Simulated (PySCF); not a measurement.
## Ionisation energy of Sr²⁴⁺ by level of theory

Sr²⁴⁺ [Ne] 3s2 3p2 (3P) → Sr²⁵⁺ [Ne] 3s2 3p1 (2P), as a difference of total energies. All numbers are calculated (PySCF 2.14, the spin-free X2C one-electron Hamiltonian (Gaussian nucleus), in an uncontracted even-tempered set (18 s from 2.7 bohr⁻², ratio 2.5; 12 p from 3.5 bohr⁻², ratio 2.5; 5 d from 15 bohr⁻², ratio 2.7; 4 f from 23 bohr⁻², ratio 2.7)). Correlated levels: outer shells: 1s2 frozen; virtual orbitals above 40 to 60 times the deepest correlated orbital energy dropped. The calculations carry no spin-orbit coupling.

```json
{"method": "UHF", "ionisation energy (eV)": "1156.6"}
{"method": "LDA", "ionisation energy (eV)": "1157.9"}
{"method": "PBE", "ionisation energy (eV)": "1158.1"}
{"method": "PBE0", "ionisation energy (eV)": "1158.0"}
{"method": "r2SCAN", "ionisation energy (eV)": "1158.4"}
{"method": "BHandHLYP", "ionisation energy (eV)": "1158.1"}
{"method": "r2SCANh", "ionisation energy (eV)": "1158.3"}
{"method": "MP2 (outer shells)", "ionisation energy (eV)": "1157.2"}
{"method": "SCS-MP2 (outer shells)", "ionisation energy (eV)": "1157.0"}
```

Spin-orbit coupling is strong in these open shells (close to jj coupling). The scalar numbers leave it out and a first-order estimate fails, so it can dominate the gap to the real levels.

Breit and QED terms and the two-electron picture change are absent.

For comparison: 1165 ± 3 eV (semi-empirical (NIST evaluation); NIST Atomic Spectra Database, ionization energies).
